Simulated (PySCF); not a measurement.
PySCF input (HF/def2-TZVPD):

```python
from pyscf import gto, scf, dft

mol = gto.M(
    atom='''
    B    -0.35832591   -0.06983585    0.03930987
    Cl    0.26645090    1.56418242    0.25377053
    Cl    0.76869642   -1.36243762   -0.36733058
    C    -1.83546359   -0.35772227    0.20135815
    H    -2.54855160    0.41866886    0.45088797
    H    -2.24454178   -1.35281772    0.07493473
    ''',
    basis='def2-tzvpd',
    charge=0,
    spin=1,
    verbose=4,
)

mf = scf.UHF(mol).density_fit(auxbasis='def2-universal-jkfit')
mf.conv_tol = 1e-9
mf.max_cycle = 100
mf.max_memory = 1500
mf.kernel()
if not mf.converged:
    mf = mf.newton()
    mf.kernel(mf.make_rdm1())
for _ in range(2):
    mo, _, stable, _ = mf.stability(return_status=True)
    if stable:
        break
    mf.kernel(mf.make_rdm1(mo, mf.mo_occ))
mf.analyze()
```

End of the output:

```
Extra cycle  E= -982.821774090737  delta_E= -2.43e-11  |g|= 2.31e-06  |ddm|= 6.71e-06
converged SCF energy = -982.821774090737  <S^2> = 0.75888139  2S+1 = 2.0088618
uhf_internal: lowest eigs of H = [0.33870551 0.4141025  0.43777783]
<class 'pyscf.df.df_jk.DFUHF'> wavefunction is stable in the internal stability analysis
**** SCF Summaries ****
Total Energy =                        -982.821774090737449
Nuclear Repulsion Energy =             168.884857078031104
One-electron Energy =                -1691.989762675508700
Two-electron Energy =                  540.283131506740119
Two-electron Coulomb Energy =          605.271391299624611
DFT Exchange-Correlation Energy =      -64.988259792884492
HOMO-LUMO gap [eV] =                    11.683137023905878
**** MO energy ****
                             alpha | beta                alpha | beta
MO #1   energy= -104.838185789843  | -104.837807518559  occ= 1 | 1
MO #2   energy= -104.838184698724  | -104.837806442633  occ= 1 | 1
MO #3   energy= -11.2636683171392  | -11.2450181732749  occ= 1 | 1
MO #4   energy= -10.5680103312586  | -10.5676579785507  occ= 1 | 1
MO #5   energy= -10.5680022438762  | -10.5676492521495  occ= 1 | 1
MO #6   energy= -8.0346133717113   | -8.03455988717665  occ= 1 | 1
MO #7   energy= -8.0346125279348   | -8.03455922121159  occ= 1 | 1
MO #8   energy= -8.03441966641286  | -8.03332395587219  occ= 1 | 1
MO #9   energy= -8.034417973669    | -8.03332365774454  occ= 1 | 1
MO #10  energy= -8.03348073885147  | -8.03277360870206  occ= 1 | 1
MO #11  energy= -8.03348067870313  | -8.03277178528857  occ= 1 | 1
MO #12  energy= -7.70823380574667  | -7.70859438489869  occ= 1 | 1
MO #13  energy= -1.14288368281004  | -1.1386827277045   occ= 1 | 1
MO #14  energy= -1.09809412977947  | -1.0957078314436   occ= 1 | 1
MO #15  energy= -0.984636062587793 | -0.904405060491381 occ= 1 | 1
MO #16  energy= -0.687021854386149 | -0.677433146836023 occ= 1 | 1
MO #17  energy= -0.630839397229025 | -0.620104495253273 occ= 1 | 1
MO #18  energy= -0.589109474917205 | -0.580870085228508 occ= 1 | 1
MO #19  energy= -0.544927216282041 | -0.542643437872218 occ= 1 | 1
MO #20  energy= -0.531734402789756 | -0.509979255076399 occ= 1 | 1
MO #21  energy= -0.471858823631477 | -0.465990659558096 occ= 1 | 1
MO #22  energy= -0.470543314783023 | -0.461259294040272 occ= 1 | 1
MO #23  energy= -0.452851972254763 | -0.452387178071192 occ= 1 | 1
MO #24  energy= -0.414385556148321 | 0.0149618139312082 occ= 1 | 0
MO #25  energy= 0.0448841380617403 | 0.0459879505421433 occ= 0 | 0
MO #26  energy= 0.0667586627706362 | 0.066836571040384  occ= 0 | 0
MO #27  energy= 0.0747362199569461 | 0.0760297806735225 occ= 0 | 0
MO #28  energy= 0.0787705811165772 | 0.0805575159875786 occ= 0 | 0
MO #29  energy= 0.0945742605217433 | 0.0949437620814499 occ= 0 | 0
MO #30  energy= 0.0985166257179782 | 0.0989335528486925 occ= 0 | 0
MO #31  energy= 0.103482287256427  | 0.103637667678305  occ= 0 | 0
MO #32  energy= 0.107904159780602  | 0.109009846441434  occ= 0 | 0
MO #33  energy= 0.119366993674864  | 0.15458186647014   occ= 0 | 0
MO #34  energy= 0.166535373442661  | 0.167948263061022  occ= 0 | 0
MO #35  energy= 0.167492628020855  | 0.171109672593538  occ= 0 | 0
MO #36  energy= 0.171415896249407  | 0.203290637036166  occ= 0 | 0
MO #37  energy= 0.200850661907141  | 0.220841925989865  occ= 0 | 0
MO #38  energy= 0.215475893773004  | 0.221288378537323  occ= 0 | 0
MO #39  energy= 0.220457751668316  | 0.22312934540682   occ= 0 | 0
MO #40  energy= 0.227761537084485  | 0.233077449428658  occ= 0 | 0
MO #41  energy= 0.24867698056756   | 0.250852974614982  occ= 0 | 0
MO #42  energy= 0.257801047118487  | 0.258692641210134  occ= 0 | 0
MO #43  energy= 0.258766317075998  | 0.260122208616082  occ= 0 | 0
MO #44  energy= 0.259857970074047  | 0.264325742893355  occ= 0 | 0
MO #45  energy= 0.294720234450064  | 0.298710038202195  occ= 0 | 0
MO #46  energy= 0.300181041066225  | 0.300403232105718  occ= 0 | 0
MO #47  energy= 0.303776335319175  | 0.305828242826228  occ= 0 | 0
MO #48  energy= 0.313033344200717  | 0.31415330248172   occ= 0 | 0
MO #49  energy= 0.321215279820049  | 0.324883927917889  occ= 0 | 0
MO #50  energy= 0.339067570410923  | 0.341419576977465  occ= 0 | 0
MO #51  energy= 0.343373828491433  | 0.348530814580529  occ= 0 | 0
MO #52  energy= 0.35027075862302   | 0.351592237393311  occ= 0 | 0
MO #53  energy= 0.350445453051335  | 0.357025802950248  occ= 0 | 0
MO #54  energy= 0.3562977564227    | 0.359823041890445  occ= 0 | 0
MO #55  energy= 0.367820939225212  | 0.369642803784782  occ= 0 | 0
MO #56  energy= 0.392121501132565  | 0.393315675193879  occ= 0 | 0
MO #57  energy= 0.392486054358179  | 0.403492207364697  occ= 0 | 0
MO #58  energy= 0.411505941663975  | 0.417156776568212  occ= 0 | 0
MO #59  energy= 0.416379127262964  | 0.418046014707386  occ= 0 | 0
MO #60  energy= 0.418593096922809  | 0.428826955036333  occ= 0 | 0
MO #61  energy= 0.436212999026578  | 0.437548204385104  occ= 0 | 0
MO #62  energy= 0.449015145311437  | 0.454148329600712  occ= 0 | 0
MO #63  energy= 0.462994375807074  | 0.466335178882833  occ= 0 | 0
MO #64  energy= 0.476524503028729  | 0.4860225325911    occ= 0 | 0
MO #65  energy= 0.484294054791018  | 0.489462174158746  occ= 0 | 0
MO #66  energy= 0.527556847681851  | 0.534707917113962  occ= 0 | 0
MO #67  energy= 0.539580005607069  | 0.542641124199772  occ= 0 | 0
MO #68  energy= 0.542033600283671  | 0.545361670460739  occ= 0 | 0
MO #69  energy= 0.560321482181939  | 0.565119914692227  occ= 0 | 0
MO #70  energy= 0.564556125609877  | 0.590072815573501  occ= 0 | 0
MO #71  energy= 0.581227837059945  | 0.622220427606738  occ= 0 | 0
MO #72  energy= 0.613335000912961  | 0.622229298669767  occ= 0 | 0
MO #73  energy= 0.653743467740383  | 0.657451058909541  occ= 0 | 0
MO #74  energy= 0.66209491427614   | 0.667055498838781  occ= 0 | 0
MO #75  energy= 0.679910514087383  | 0.6836728999104    occ= 0 | 0
MO #76  energy= 0.686124527915     | 0.701231139202193  occ= 0 | 0
MO #77  energy= 0.734119858680475  | 0.738649987630321  occ= 0 | 0
MO #78  energy= 0.75924661798779   | 0.760880303524446  occ= 0 | 0
MO #79  energy= 0.786039512814553  | 0.78869635062762   occ= 0 | 0
MO #80  energy= 0.795863856224152  | 0.797057361861577  occ= 0 | 0
MO #81  energy= 0.808326063868928  | 0.811189935652158  occ= 0 | 0
MO #82  energy= 0.810365189903976  | 0.812153583003109  occ= 0 | 0
MO #83  energy= 0.834144504603689  | 0.836258194257644  occ= 0 | 0
MO #84  energy= 0.837574639997363  | 0.840774266583292  occ= 0 | 0
MO #85  energy= 0.838690728122372  | 0.846392142871543  occ= 0 | 0
MO #86  energy= 0.847309787656905  | 0.855246713799412  occ= 0 | 0
MO #87  energy= 0.863925501668402  | 0.875900893423654  occ= 0 | 0
MO #88  energy= 0.894853124431538  | 0.897402190824857  occ= 0 | 0
MO #89  energy= 0.933820923001161  | 0.940180538148794  occ= 0 | 0
MO #90  energy= 0.947637362827649  | 0.948256387243332  occ= 0 | 0
MO #91  energy= 0.985007434002461  | 0.996773754976826  occ= 0 | 0
MO #92  energy= 1.00792793177291   | 1.01019556621827   occ= 0 | 0
MO #93  energy= 1.01342742903279   | 1.02505278627314   occ= 0 | 0
MO #94  energy= 1.02314211242717   | 1.03701973582485   occ= 0 | 0
MO #95  energy= 1.03005034282508   | 1.04603140314586   occ= 0 | 0
MO #96  energy= 1.14456140245708   | 1.16303798146442   occ= 0 | 0
MO #97  energy= 1.19664616905331   | 1.20108453901238   occ= 0 | 0
MO #98  energy= 1.19733217614436   | 1.23157368190891   occ= 0 | 0
MO #99  energy= 1.25152200876791   | 1.26066559069592   occ= 0 | 0
MO #100 energy= 1.27841244459329   | 1.30009410604973   occ= 0 | 0
MO #101 energy= 1.29964392849114   | 1.30436710046854   occ= 0 | 0
MO #102 energy= 1.33652664764568   | 1.34213338935972   occ= 0 | 0
MO #103 energy= 1.38775713465638   | 1.38836196413086   occ= 0 | 0
MO #104 energy= 1.49371032551178   | 1.49939702186053   occ= 0 | 0
[...]
```

It need not be the lowest isomer of its formula.
